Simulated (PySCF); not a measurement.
# One molecule, a ladder of functionals, a line

Molecule: SMILES C1CC[SiH2]C1, C$_{4}$H$_{10}$Si.

Geometry:
```csv
atom,x (Å),y (Å),z (Å)
C1,0.433,-0.752,0.975
C2,-0.777,-1.047,0.083
C3,-1.323,0.280,-0.467
Si4,0.248,1.305,-0.777
C5,1.404,0.159,0.207
H6,0.919,-1.682,1.314
H7,0.085,-0.233,1.887
H8,-1.548,-1.617,0.628
H9,-0.454,-1.689,-0.756
H10,-1.936,0.789,0.296
H11,-1.961,0.146,-1.353
H12,0.162,2.693,-0.224
H13,0.623,1.411,-2.223
H14,2.008,-0.433,-0.501
H15,2.110,0.685,0.868
```

GIAO shieldings (ppm, equivalent atoms averaged) in PySCF 2.14 on the PBE0-D3(BJ)/def2-SVP geometry, basis pcSseg-1, gas phase, non-relativistic:

| functional | exact exchange (%) | σ(C1/C2) | σ(Si4) |
| --- | --- | --- | --- |
| BLYP | 0 | 141.5 | 353.2 |
| BP86 | 0 | 147.1 | 362.1 |
| PBE | 0 | 147.3 | 363.6 |
| B3LYP | 20 | 147.3 | 365.8 |
| mPW1PW91 | 25 | 152.9 | 376.5 |
| BHandHLYP | 50 | 154.4 | 384.6 |
| HF | 100 | 164.7 | 417.7 |

Q: Fit each shielding as a line in the percentage of exact exchange.

A: σ(C1/C2) = 145.4 + 0.19 x (rms 2.2 ppm); σ(Si4) = 358.8 + 0.57 x (rms 3.9 ppm). The functionals also differ in their semilocal parts, which the line can't hold; Hartree–Fock has no correlation at all.

Q: What does the line predict for PBE0 (25 %), and what does the run give?

A: σ(C1/C2): 150.2 predicted, 153.8 computed; σ(Si4): 373.1 predicted, 378.5 computed ppm.
